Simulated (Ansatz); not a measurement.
Stretching the As1–H2 bond in AsH (multiplicity 3 held). Energies count from the point at 1.536 Å.


R- and RO- levels are restricted; in cc, def2 and unpolarised 6-31G sets they are followed outwards from rest. Unrestricted levels (U-) break spin symmetry where that is lower. Full CI gives the lowest state of the spin. Curves can end on different states.

Cores are frozen in the correlated methods. Filled d and f shells under p-block atoms count as core.

Programs: Ansatz (an electronic-structure program). Values without a source in brackets are computed.

The comparison value is 248.2 kJ/mol (FCI/cc-pVDZ). Full CI is exact for the correlated electrons in its own basis alone.

Order these levels by the size of their error in the energy at R = 6.142 Å, against full CI in the same basis, smallest first: U-SCS-MP2/cc-pVDZ, RO-MP2/cc-pVDZ, U-HF/cc-pVDZ, RO-HF/cc-pVDZ, U-CCSD/cc-pVDZ. Give each level's value less the comparison value.

U-CCSD/cc-pVDZ (-4.1 kJ/mol), U-SCS-MP2/cc-pVDZ (-9.1 kJ/mol), RO-MP2/cc-pVDZ (19.3 kJ/mol), U-HF/cc-pVDZ (-69.4 kJ/mol), RO-HF/cc-pVDZ (475.5 kJ/mol)

Doubts at one or more of the structures used: a spin-contaminated determinant (U-SCS-MP2/cc-pVDZ, U-HF/cc-pVDZ, U-CCSD/cc-pVDZ); a restricted determinant that unrestricted orbitals would lower (RO-MP2/cc-pVDZ, RO-HF/cc-pVDZ).
